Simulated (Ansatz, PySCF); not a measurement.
Complex: C2H4 (SMILES C=C) (first 6 atoms) with CH6Si (SMILES C[SiH3]); geometry from B3LYP-D3(BJ)/def2-TZVP.
(charge 0, multiplicity 1):
| atom | x (Å) | y (Å) | z (Å) |
|---|---|---|---|
| C | 0.4907 | -0.0153 | 0.0182 |
| C | -0.8089 | 0.2180 | 0.1247 |
| H | 1.2180 | 0.5442 | 0.5933 |
| H | 0.8806 | -0.7758 | -0.6477 |
| H | -1.5376 | -0.3411 | -0.4499 |
| H | -1.1958 | 0.9785 | 0.7919 |
| C | -0.7615 | -1.0162 | 3.7708 |
| Si | 0.5321 | 0.3367 | 3.8616 |
| H | -1.7156 | -0.6699 | 4.1723 |
| H | -0.4501 | -1.8898 | 4.3465 |
| H | -0.9168 | -1.3242 | 2.7362 |
| H | 0.1011 | 1.5342 | 3.0992 |
| H | 1.8239 | -0.1275 | 3.3002 |
| H | 0.7612 | 0.7482 | 5.2690 |

Basis-set superposition error: the interaction energy with monomers in their own basis, and in the dimer's basis (counterpoise).

Codes used: Ansatz (a first-principles code) with Gaussian orbitals; PySCF for 6-31G* rows. Each number belongs to the level named beside it.

```json
[
 {"level": "HF/6-31G*", "uncorrected (meV)": "2.9", "counterpoise (meV)": "41.8", "difference": "38.9"},
 {"level": "SVWN5/def2-TZVPPD", "uncorrected (meV)": "-117.9", "counterpoise (meV)": "-113.3", "difference": "4.6"},
 {"level": "PBE/def2-TZVPPD", "uncorrected (meV)": "-21.4", "counterpoise (meV)": "-17.7", "difference": "3.7"},
 {"level": "revPBE/def2-TZVPPD", "uncorrected (meV)": "43.0", "counterpoise (meV)": "47.2", "difference": "4.2"},
 {"level": "B97M-V/def2-TZVPPD", "uncorrected (meV)": "-76.1", "counterpoise (meV)": "-71.7", "difference": "4.4"},
 {"level": "CAM-B3LYP/def2-TZVPPD", "uncorrected (meV)": "-9.5", "counterpoise (meV)": "-5.6", "difference": "3.9"},
 {"level": "wB97M-V/def2-TZVPPD", "uncorrected (meV)": "-75.1", "counterpoise (meV)": "-70.9", "difference": "4.2"},
 {"level": "B2PLYP/def2-TZVPPD", "uncorrected (meV)": "-20.5", "counterpoise (meV)": "-11.8", "difference": "8.7"},
 {"level": "MP2/6-31G*", "uncorrected (meV)": "-71.5", "counterpoise (meV)": "-5.7", "difference": "65.8"},
 {"level": "SCS-MP2/aug-cc-pV(D+d)Z", "uncorrected (meV)": "-88.0", "counterpoise (meV)": "-36.2", "difference": "51.8"}
]
```

The error is largest for MP2/6-31G* (65.8 meV) and smallest for PBE/def2-TZVPPD (3.7 meV).
